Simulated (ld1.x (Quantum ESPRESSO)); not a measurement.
## Before and after: TM semilocal potential for Zr (Z = 40)

- Element: zirconium (Zr)
- Generator: ld1.x (Quantum ESPRESSO) 7.5
- Type: norm-conserving Troullier–Martins (semilocal form)
- Functional: PBE
- Relativity: scalar-relativistic
- Frozen core: [Kr]
- Valence charge: 4
- Reference configuration: 4d2 5s2 5p0
- Partial waves: 5s (bound): rc 3.45 bohr; 5p (bound, empty): rc 3.45 bohr; 4d (bound): rc 2.20 bohr
- Local potential: the d channel
- Core correction: a·sin(br)/r model core inside 1.40 bohr

All-electron outer shells of the reference configuration (PBE, scalar-relativistic, ld1.x):

```json
{"shell": "4s", "level (eV)": "-54.50", "outermost node (bohr)": "0.55", "outermost maximum (bohr)": "1.08"}
{"shell": "4p", "level (eV)": "-32.46", "outermost node (bohr)": "0.56", "outermost maximum (bohr)": "1.17"}
{"shell": "5s", "level (eV)": "-4.44", "outermost node (bohr)": "1.47", "outermost maximum (bohr)": "3.15"}
{"shell": "4d", "level (eV)": "-3.60", "outermost node (bohr)": "0.58", "outermost maximum (bohr)": "1.59"}
{"shell": "5p", "level (eV)": "-1.47", "outermost node (bohr)": "1.70", "outermost maximum (bohr)": "4.15"}
```

Change: wave 5s (bound): rc 3.45 bohr becomes 5s (bound): rc 3.86 bohr.

Cutoffs: the cutoffs (Ry, on a coarse ladder) from which the occupation-weighted sum of valence levels, in a spherical-Bessel basis at the reference potential, stays within 10 and 1 mRy of its value at 400 Ry; they do not see the model core or the augmentation charge, which bear on the density cutoff. Errors are all-electron minus pseudo energies relative to the spin-unpolarised reference configuration.

Problem. Predict the effect on cutoff, ghosts and configuration errors.

Solution. The potential gets neither clearly harder nor softer (30 Ry and 35 Ry → 30 Ry and 35 Ry); of the 7 tests that both files solve, the error grows in 3 and shrinks in 2 by more than 15 % and 0.3 meV (median size 42.4 → 47.2 meV); neither file shows a bound ghost. A semilocal file is local in each channel, so a ghost entry of none says nothing of the separable form that plane-wave codes build from it.

```tsv
quantity	base	changed
cutoff, loose	30 Ry	30 Ry
cutoff, tight	35 Ry	35 Ry
bound ghosts	none	none
error for 4d2 5s1 5p0, meV [ΔE 7.14 eV]	-6.0	-5.6
error for 4d2 5s0 5p0, meV [ΔE 20.08 eV]	-42	-62
error for 4d1 5s0 5p0, meV [ΔE 42.70 eV]	-252	-353
error for 4d1 5s2 5p1, meV [ΔE 3.00 eV]	-133	-109
error for 4d2 5s1 5p1, meV [ΔE 3.04 eV]	-3.8	-7.0
error for 4d3 5s1 5p0, meV [ΔE 1.19 eV]	-65	-47
error for 4d2 5s1.5 5p0, meV [ΔE 2.88 eV]	-1.4	-1.1
```
